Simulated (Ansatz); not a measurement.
```xyz
8

F     1.2456   -2.6395   -1.5002
Sc    1.1877   -0.8064   -1.3237
F     2.2543    0.2517   -2.3905
O     0.0456   -0.0193   -0.0562
Si   -0.9497    0.6477    1.0555
H    -2.3049    0.0418    0.9581
H    -1.0651    2.1140    0.8341
H    -0.4134    0.4101    2.4228
```

Charge 0, multiplicity 1.

Question: List the PBE/def2-TZVPP orbital energies in eV (the Gaussian-basis code of Ansatz). (Estimate.)

Answer: Computed: Occupied: -4370.71, -1780.00, -659.05, -659.05, -510.19, -469.38, -387.63, -387.53, -387.53, -137.67, -94.44, -94.39, -94.39, -54.17, -33.88, -33.66, -33.60, -27.67, -27.19, -23.63, -13.16, -10.23, -10.00, -9.92, -9.58, -9.48, -9.32, -9.22, -9.19, -9.04, -7.55, -7.40. Lowest empty: -3.34, -2.26, -2.24, -0.85, -0.65, -0.53, -0.07, 0.17.
